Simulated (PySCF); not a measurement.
W²⁺: interval between two levels

W²⁺ [Xe] 4f14 5d4 [5D4, M_J = 4] → W²⁺ [Xe] 4f14 5d3 6p1 [5G6, M_J = 6], as a difference of total energies. Computed with PySCF 2.14 in x2c-SVPall-2c with one added diffuse shell each of s, d type (8s9p10d2f, 99 functions), with the two-component X2C-1e Hamiltonian. "Screened" scales the spin-orbit matrix elements by Boettger's factors to mimic the two-electron term; Breit and QED terms are absent.

```json
{"method": "GHF (spin-free)", "interval between two levels (cm⁻¹)": "74052"}
{"method": "GHF (screened spin-orbit)", "interval between two levels (cm⁻¹)": "76399"}
```

The labels give the starting determinants; with spin-orbit coupling the two ends relaxed to ⟨J²⟩ = 20.04, ⟨L²⟩ = 6.88, ⟨S²⟩ = 5.64 and ⟨J²⟩ = 42.00, ⟨L²⟩ = 21.78, ⟨S²⟩ = 5.46.
